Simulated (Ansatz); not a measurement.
A geometry relaxed with PBE0-D3(BJ)/def2-SVP (Ansatz, a program for electronic structure), charge 0, multiplicity 1:

```xyz
21

H     -1.9942     0.1065     1.0940
H      3.2828     0.9656     0.0452
H      0.7514    -2.0860    -0.4238
H     -1.7535    -2.0023    -0.2018
H      0.9423     2.2091    -0.1472
C      0.2675    -1.4447     1.4792
B      2.6119    -0.0396    -0.0022
C      0.3627     1.3262     0.1641
H      1.1523     0.0928    -1.4115
H      3.1573    -1.1170     0.0782
H     -1.5651     2.3073     0.0284
C     -1.0665     1.4058    -0.3619
C      0.2591    -1.2113     0.0324
H     -2.8854     0.2209    -0.4257
H      0.3454     1.3441     1.2684
N      0.2731    -1.5994     2.6268
C      1.0834     0.0542    -0.2936
H     -1.0408     1.5159    -1.4617
C     -1.8705     0.1611    -0.0021
C     -1.1824    -1.1067    -0.4913
H     -1.1307    -1.1024    -1.5937
```

### Question
Write the SMILES of this molecule.

### Answer
`B[C@@H]1CCCC[C@@H]1C#N`
